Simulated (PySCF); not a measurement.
Several orderings of computed values.

All species are isolated and taken at one optimised geometry, non-relativistic unless stated. Electronic properties by PySCF.

The conformers computed, where there is a choice (atom-mapped SMILES and torsion angles):
- `[CH2:1]=[P:2][CH2:3][Si:4]([CH3:5])([CH3:6])[CH3:7]`: C1–P2–C3–Si4 -91°, P2–C3–Si4–C5 -174°
- `[CH3:1][CH2:2][O:3][CH2:4][S:5][C:6]1=[C:7]([F:8])[CH2:9]1`: C1–C2–O3–C4 64°, C2–O3–C4–S5 65°, O3–C4–S5–C6 -173°, C4–S5–C6–C7 -3°
- `[CH3:1][S:2][c:3]1[o:4][c:5]2[cH:6][cH:7][cH:8][cH:9][c:10]2[p:11]1`: C1–S2–C3–O4 180°
- `[N:1]#[C:2][c:3]1[cH:4][cH:5][c:6]([OH:7])[cH:8][cH:9]1`: H–O7–C6–C5 180°
- `[CH3:1][O:2][CH2:3][c:4]1[cH:5][n:6][o:7][c:8]1[Cl:9]`: C1–O2–C3–C4 178°, O2–C3–C4–C5 101°
- `[CH3:1][CH2:2][CH2:3][C:4]#[C:5][CH2:6][Si@@H:7]1[CH2:8][C@@H:9]1[F:10]`: C1–C2–C3–C4 63°, C5–C6–Si7–C8 -178°
- `[CH3:1][S:2][C@@H:3]([SiH3:4])[SiH2:5][C:6]([CH3:7])=[O:8]`: C1–S2–C3–Si4 -57°, S2–C3–Si5–C6 -96°, C3–Si5–C6–C7 -141°
- `[SiH3:1][SiH2:2][CH2:3][SiH2:4][N:5]([SiH3:6])[SiH2:7][Cl:8]`: Si1–Si2–C3–Si4 -68°, Si2–C3–Si4–N5 172°, C3–Si4–N5–Si6 -138°, Si4–N5–Si7–Cl8 -90°
- `[CH2:1]=[N:2][SiH2:3][Si@@H:4]([CH2:5][SiH3:6])[O:7][CH3:8]`: C1–N2–Si3–Si4 103°, N2–Si3–Si4–C5 -108°, Si3–Si4–C5–Si6 58°, Si3–Si4–O7–C8 51°
- `[CH3:1][CH2:2]/[C:3](=[CH:4]/[C:5]([F:6])([F:7])[F:8])[C:9](=[O:10])[F:11]`: C1–C2–C3–C4 115°, C3–C4–C5–F6 -48°, C2–C3–C9–O10 142°
- `[CH3:1][C@@:2]1([C:3](=[O:4])[F:5])[CH2:6][C@H:7]1[C:8]([F:9])([F:10])[F:11]`: C1–C2–C3–O4 -176°, C6–C7–C8–F9 10°

**Question.** Rank by dipole moment, highest first (PBE0/pcSseg-1 at GFN2-xTB geometries).
A. `c1c(O)ccc(c1)C#N`
B. `CCOCSC1=C(F)C1`
C. `CSc1oc2ccccc2p1`
D. `P(=C)C[Si](C)(C)C`
E. `COCC1=C(Cl)ON=C1`

**Answer.** A (5.21 D), E (4.02 D), B (1.69 D), D (1.46 D), C (0.64 D).

**Question.** Rank by HOMO–LUMO gap, lowest first (PBE0/pcSseg-1 at GFN2-xTB geometries).
A. `[C@@H](SC)([SiH2]C(=O)C)[SiH3]`
B. `CCCC#CC[Si@@H]1C[C@@H]1F`
C. `C=PC[Si](C)(C)C`
D. `[SiH3][SiH2]C[SiH2]N([SiH3])[SiH2]Cl`
E. `FC1=C(C1)SCOCC`

**Answer.** A (4.77 eV), C (5.68 eV), E (6.67 eV), B (7.18 eV), D (7.49 eV).

**Question.** By how much do the two ends of that ranking differ?

**Answer.** By 2.72 eV, between `[SiH3][SiH2]C[SiH2]N([SiH3])[SiH2]Cl` and `CS[C@@H]([SiH3])[SiH2]C(C)=O`.

**Question.** Rank by HOMO energy, highest first (PBE0/pcSseg-1 at GFN2-xTB geometries).
A. `C=N[SiH2][Si@@H](C[SiH3])OC`
B. `CS[C@@H]([SiH3])[SiH2]C(C)=O`
C. `C=PC[Si](C)(C)C`
D. `COCc1cnoc1Cl`
E. `O=C(F)/C(CC)=C\C(F)(F)F`

**Answer.** B (-6.11 eV), A (-6.97 eV), C (-7.07 eV), D (-7.55 eV), E (-8.87 eV).

**Question.** Rank by smallest rotational constant, lowest first (GFN2-xTB).
A. `CS[C@@H]([SiH3])[SiH2]C(C)=O`
B. `C[C@@]1(C(=O)F)C[C@H]1C(F)(F)F`
C. `[SiH3][SiH2]C[SiH2]N([SiH3])[SiH2]Cl`
D. `CCCC#CC[Si@@H]1C[C@@H]1F`
E. `N#Cc1ccc(O)cc1`

**Answer.** C (0.296 GHz), D (0.394 GHz), B (0.638 GHz), A (0.723 GHz), E (0.854 GHz).

**Question.** By how much do the two ends of that ranking differ?

**Answer.** By 0.558 GHz, between `N#Cc1ccc(O)cc1` and `[SiH3][SiH2]C[SiH2]N([SiH3])[SiH2]Cl`.
